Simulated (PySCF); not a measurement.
Saddle point of SiH2SF2, singlet (SiH₂SF₂ ([F][SiH]([F])[SH]) → SiF₂ + H₂S; bonds formed: S2–H3; bonds broken: Si1–S2, Si1–H3), PBE0-D4/def2-TZVP structure:

Si1  (-0.410, 0.819, -0.191)
S2  (0.569, -1.408, -0.281)
H3  (0.868, 0.138, -0.922)
F4  (-0.536, 1.024, 1.385)
F5  (-1.875, 0.474, -0.715)
H6  (1.384, -1.046, 0.724)
(Å)

Energies are electronic, without zero-point energy. Barriers and step energies count from the start structure reached by relaxing down the imaginary mode; all methods use the PBE0-D4 structures, on which another method's saddle can fall below an end. Computed with PySCF 2.14 with density fitting (its default auxiliary sets; JK sets also for MP2 and CCSD(T)) (basis: def2-TZVPP, with def2-QZVPP for the basis limit); correlated methods freeze the cores. B3LYP uses VWN-RPA correlation. Extrapolation: Hartree–Fock as exp(−7.88 √X), correlation as X^−2.97.

```
   method  barrier (eV)  step energy (eV)
    SPW92             ?             1.773
   PBE-D4             ?             1.689
r2SCAN-D4         2.851             1.992
  PBE0-D4         2.917             1.893
 B3LYP-D4         2.900             1.742
 BHLYP-D4         3.331             1.952
  wB97M-V             ?             1.751
       HF         3.952             2.119
      MP2         3.195             2.045
     CCSD         3.293             1.929
  CCSD(T)         3.128             1.906
```

**Question.** Fill in the withheld barriers. (An estimate is asked for; the value comes from the calculation.)

**Answer.** The calculation gives: PBE-D4 2.543; SPW92 2.462; wB97M-V 3.104 eV. Each is the energy of the saddle less that of the start structure, by the same method.

For comparison, the barrier by CCSD(T) at an estimated basis limit (MP2 extrapolated from triple and quadruple zeta, plus CCSD(T) − MP2 in triple zeta) is 3.096 eV.

No T1 diagnostic of these runs exceeds 0.016. The restricted Hartree–Fock reference is unstable towards an unrestricted one at one or more of these structures.

Losses and insertions of silylenes and their heavier kin drive the gas-phase chemistry of silicon and germanium vapour deposition.

Labels in which every atom is bracketed show which atoms are joined, not bond orders.

For scale, one of the runs: CCSD(T)/def2-TZVPP, 174 basis functions, launched by `OMP_NUM_THREADS=4 python run.py`. The run took 3.7 min on 4 CPU threads of an Arm Neoverse V2 (shared host), with 1.8 GiB of host memory at its peak.
